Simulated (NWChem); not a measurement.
SiPH4, doublet; SMILES P[SiH2]

Computed with NWChem. Spin-unrestricted. In the optimisation the excess spin sits in a' (Cs, its own frame). Structure relaxed at the PBE0-D3(BJ)/def2-TZVP, spin-unrestricted level. No stability test was run on the SCF state. Total energies compare along this basis series because the functional is fixed.

```csv
level,basis functions,energy (Ha),highest occupied level (eV),"lowest empty minus highest occupied level, either spin (eV)",dipole (D),relative time
PBE0/3-21G,34,-629.6361,-6.00,3.22,1.16,1
PBE0/pcseg-1,56,-632.9123,-6.02,3.35,0.87,3
PBE0/aug-pcseg-1,90,-632.9152,-6.01,3.35,0.65,6
PBE0/pcseg-2,124,-632.9716,-6.01,3.36,0.83,20
PBE0/def2-TZVPP,140,-632.9625,-5.99,3.39,0.65,10
```

The last column is a rough cost ratio, cheapest run = 1.
